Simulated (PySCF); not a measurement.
GeH₄O₂S₂, SMILES [SH][Ge]([SH])([OH])[OH].

The structure is a stationary point at PBE0-D3(BJ)/def2-SVP. This is a generated structure with no PubChem entry under its InChIKey; it may be hypothetical. Other conformers were not sampled.

Two levels are set side by side: PBE/def2-TZVP (PySCF) and CAM-B3LYP/def2-TZVP (PySCF). Same geometry, gas phase. Differences are taken from unrounded values.

```
quantity                       PBE
---------------------------  -----
orbital gap (eV)              4.80
highest occupied level (eV)  -6.38
lowest empty level (eV)      -1.58
dipole moment (D)             1.25
mean polarisability (bohr³)   75.0
```

Task: These are the PBE values. What does CAM-B3LYP give? (An estimate is asked for; the answer gives what the named calculation found.)

Result: 
```json
[
 {"quantity": "orbital gap (eV)", "CAM-B3LYP": "9.38", "PBE minus CAM-B3LYP": "-4.58"},
 {"quantity": "highest occupied level (eV)", "CAM-B3LYP": "-8.99", "PBE minus CAM-B3LYP": "2.61"},
 {"quantity": "lowest empty level (eV)", "CAM-B3LYP": "0.39", "PBE minus CAM-B3LYP": "-1.98"},
 {"quantity": "dipole moment (D)", "CAM-B3LYP": "1.20", "PBE minus CAM-B3LYP": "0.05"},
 {"quantity": "mean polarisability (bohr³)", "CAM-B3LYP": "71.4", "PBE minus CAM-B3LYP": "3.6"}
]
```

Without exact exchange PBE keeps part of each electron's self-repulsion, which lifts occupied levels and narrows the gap. PBE's more diffuse valence density responds more strongly to a field. Differences between two approximate levels are no errors against the true value.

Rough cost on one machine, each run with all the roots and properties that it gave: CAM-B3LYP against PBE within a factor of 2.
